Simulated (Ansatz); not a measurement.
Consider the formal exchange of groups at a B–C bond: `CCBCF` + `COC(F)S` → `CCBS` + `COC(F)CF`.

Computed with Ansatz on PBE0-D4/def2-TZVP structures; ΔE is electronic, products minus reactants. CCSD(T)/CBS is the MP2 limit (def2-TZVPP, def2-QZVPP) plus CCSD(T) − MP2 in def2-TZVPP, frozen cores. This one scheme is used for every species. Functionals use def2-TZVPP. HSE06 is defined as in plane-wave codes. Each species was taken in one conformer, which may not be the lowest.

`CCBCF`:

Cartesian coordinates in Å:
```
C -0.814 0.165 1.822
C 0.032 0.475 0.595
B 0.053 -0.566 -0.553
C 0.691 -0.270 -1.943
F 1.219 1.009 -2.089
H -0.703 0.924 2.599
H -0.541 -0.800 2.257
H -1.875 0.112 1.565
H 1.096 0.575 0.876
H -0.196 1.466 0.182
H -0.394 -1.675 -0.421
H -0.058 -0.421 -2.735
H 1.491 -0.993 -2.157
```

`COC(F)S`:

Z-matrix (Å, degrees):
```
C
O 1 1.419
H 1 1.096 2 110.8
H 1 1.088 2 106.5 3 118.9
H 1 1.093 2 111.1 3 -121.9
C 2 1.359 1 113.5 3 55.7
S 6 1.810 2 110.3 1 -171.2
F 6 1.377 2 111.1 1 71.9
H 6 1.098 2 111.7 1 -46.4
H 7 1.342 6 94.0 2 54.9
```

`CCBS`:

Cartesian coordinates in Å:
```
C -0.421 0.787 1.197
C 0.454 -0.042 0.257
B -0.060 -0.087 -1.217
S -0.056 -1.522 -2.267
H -1.415 0.346 1.305
H -0.555 1.802 0.817
H 0.017 0.858 2.195
H 1.450 0.423 0.199
H 0.621 -1.043 0.669
H -0.481 0.895 -1.758
H 0.444 -2.417 -1.395
```

`COC(F)CF`:

Cartesian coordinates in Å:
```
C -0.959 -1.529 0.561
O 0.180 -0.815 0.120
C -0.025 0.526 -0.035
F -0.224 1.133 1.192
C 1.211 1.105 -0.675
F 1.006 2.434 -0.957
H -0.688 -2.583 0.566
H -1.802 -1.375 -0.123
H -1.250 -1.223 1.568
H -0.928 0.745 -0.624
H 2.056 1.010 0.012
H 1.424 0.572 -1.605
```

Is it downhill or uphill in electronic energy at CCSD(T)/CBS, and by how much? (Best estimate.)

The calculation gave: Downhill: ΔE = -127.8 kJ/mol.

What do these levels give: LDA (SPW92), revPBE-D4, BLYP-D4, r2SCAN-D4, ωB97X-V, ωB97M-V, PBE-QIDH, HSE06, BHLYP, HF/def2-SVP, MP2/def2-SVP, MP2/CBS(def2)? (Best estimate.)

The calculation gave: LDA (SPW92) -123.7, revPBE-D4 -118.9, BLYP-D4 -116.8, r2SCAN-D4 -124.9, ωB97X-V -123.2, ωB97M-V -122.0, PBE-QIDH -131.0, HSE06 -125.2, BHLYP -126.6, HF/def2-SVP -144.9, MP2/def2-SVP -150.0, MP2/CBS(def2) -129.5 kJ/mol.

What do rigid-rotor, harmonic-oscillator terms from PBE0-D4/def2-TZVP frequencies (298.15 K, 1 bar) make of the CCSD(T)/CBS value? (Estimate.)

Ansatz gave: ΔZPE = +8.7 kJ/mol, ΔH = -120.7 kJ/mol, ΔS = -14 J/(mol·K), ΔG = -116.5 kJ/mol. Modes under 50 cm⁻¹ make the entropy rough.

Largest T1 diagnostic among the species: 0.012.

From BLYP to BHLYP (50 % exact exchange), in def2-TZVPP and without D4, ΔE moves by −9.8 kJ/mol. At CCSD(T), def2-SVP lies −22.0 kJ/mol from the extrapolated value and def2-TZVPP −3.3 kJ/mol.
